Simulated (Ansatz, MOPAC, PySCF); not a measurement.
AlH3 (SMILES [AlH3]) and CH2O (SMILES C=O) are pulled apart as rigid monomers along the line of their centres of mass, from the B3LYP-D3(BJ)/def2-TZVP minimum. Starting geometry (charge 0, multiplicity 1):
```xyz
8

Al     0.1542     0.3326     0.9096
H      1.0586     1.6346     1.0034
H     -1.3715     0.4540     1.3850
H      0.4996    -0.7749    -0.1750
C      0.0716    -0.9197     3.5082
O      0.7839    -0.6257     2.5696
H     -0.9969    -0.6684     3.5019
H      0.5000    -1.4419     4.3716
```

Interaction energies with rigid monomers; basis-set methods are counterpoise corrected unless marked otherwise.

Rows in 3-21G, STO-3G carry no dispersion term and start afresh at each structure. The state that AM1 reach isn't checked.

The values were computed with Ansatz (Gaussian basis) for Hartree–Fock, density functionals and correlated methods; MOPAC for AM1 (differences of heats of formation); PySCF for 3-21G rows, STO-3G rows, the dispersion terms. Values without a source in brackets are computed.

```json
[
 {"Al1···O6 (Å)": "1.82", "AM1 (kcal/mol)": "-18.34", "HF/STO-3G (no counterpoise) (kcal/mol)": "___", "B3LYP/3-21G (no counterpoise) (kcal/mol)": "-26.96", "B3LYP-D3(BJ)/def2-TZVPPD (kcal/mol)": "-18.86", "PBE0-D4/def2-TZVPPD (kcal/mol)": "-20.42"},
 {"Al1···O6 (Å)": "2.02", "AM1 (kcal/mol)": "-13.41", "HF/STO-3G (no counterpoise) (kcal/mol)": "-31.07", "B3LYP/3-21G (no counterpoise) (kcal/mol)": "-31.92", "B3LYP-D3(BJ)/def2-TZVPPD (kcal/mol)": "-22.81", "PBE0-D4/def2-TZVPPD (kcal/mol)": "-23.93"},
 {"Al1···O6 (Å)": "2.31", "AM1 (kcal/mol)": "-13.56", "HF/STO-3G (no counterpoise) (kcal/mol)": "-22.05", "B3LYP/3-21G (no counterpoise) (kcal/mol)": "-27.49", "B3LYP-D3(BJ)/def2-TZVPPD (kcal/mol)": "-19.39", "PBE0-D4/def2-TZVPPD (kcal/mol)": "-20.00"},
 {"Al1···O6 (Å)": "2.81", "AM1 (kcal/mol)": "-5.58", "HF/STO-3G (no counterpoise) (kcal/mol)": "-8.69", "B3LYP/3-21G (no counterpoise) (kcal/mol)": "-16.90", "B3LYP-D3(BJ)/def2-TZVPPD (kcal/mol)": "-11.25", "PBE0-D4/def2-TZVPPD (kcal/mol)": "-11.36"},
 {"Al1···O6 (Å)": "3.61", "AM1 (kcal/mol)": "-1.00", "HF/STO-3G (no counterpoise) (kcal/mol)": "-2.38", "B3LYP/3-21G (no counterpoise) (kcal/mol)": "___", "B3LYP-D3(BJ)/def2-TZVPPD (kcal/mol)": "-4.38", "PBE0-D4/def2-TZVPPD (kcal/mol)": "-4.42"}
]
```

**Question.** What belongs in the gaps?

**Answer.** 
- 3.61, B3LYP/3-21G (no counterpoise) (kcal/mol): -7.52
- 1.82, HF/STO-3G (no counterpoise) (kcal/mol): -29.52

Ansatz is a program for electronic structure.
